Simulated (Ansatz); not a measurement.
Program: Ansatz. Geometries: PBE0-D4/def2-TZVP. ΔE: electronic, gas phase. CCSD(T)/CBS adds triple-zeta CCSD(T) − MP2 to the extrapolated MP2 energy (def2 sets, frozen cores). This one scheme is used for every species, atoms too. DFT in def2-TZVPP. Open shells (•) are unrestricted, without spin–orbit coupling. Spin–orbit coupling would lower the free atoms: a little for C, F, O, S; clearly for Ge. Bonds to Ge are less sure, by a few kJ/mol each and by 10 to 20 or more in all where they break to atoms, as the def2 sets lack core-valence functions. Scalar relativity is left out up to krypton. Each species was taken in one conformer, which may not be the lowest.

Reaction (atomization): `C[O][Ge]([F])[SH]`• → C• + F• + Ge• + 4 H• + O• + S•

```tsv
level	ΔE (eV)	difference from CCSD(T)/CBS
r2SCAN-D4	32.47	0.32
B2PLYP	31.75	-0.40
PBE	32.85	0.70
r2SCAN	32.42	0.27
MP2/def2-TZVPP	32.08	-0.07
CCSD/def2-TZVPP	30.67	-1.48
CCSD(T)/def2-TZVPP	31.29	-0.86
SCS-MP2/def2-QZVPP	32.26	0.11
HF/CBS(def2)	22.32	-9.83
MP2/CBS(def2)	32.93	0.78
CCSD(T)/CBS	32.15	0
```

Largest T1 diagnostic among the species: 0.015.

In def2-TZVPP, CCSD(T) changes the Hartree–Fock value by +9.04 eV (the triples alone add +0.63 eV) and MP2 by +9.82 eV; breaking electron pairs costs correlation energy, which Hartree–Fock lacks. The D4 term adds +0.33 eV with B3LYP and +0.17 eV with PBE0; it sums over pairs of atoms, weighted by their polarisabilities, and B3LYP, whose exchange is more repulsive, gets the larger term. From PBE to PBE0 (25 % exact exchange), in def2-TZVPP and without D4, ΔE moves by −0.95 eV: exact exchange takes away binding that semilocal exchange gives to molecules.

B3LYP here is the variant with VWN-RPA as its local correlation; programs differ in this.

For atomizations the MP2-based limit and the directly extrapolated one differ by several kJ/mol either way, and by 10 to 25 for some Ge, Se and Sn compounds, so smaller differences from it don't rank the levels.
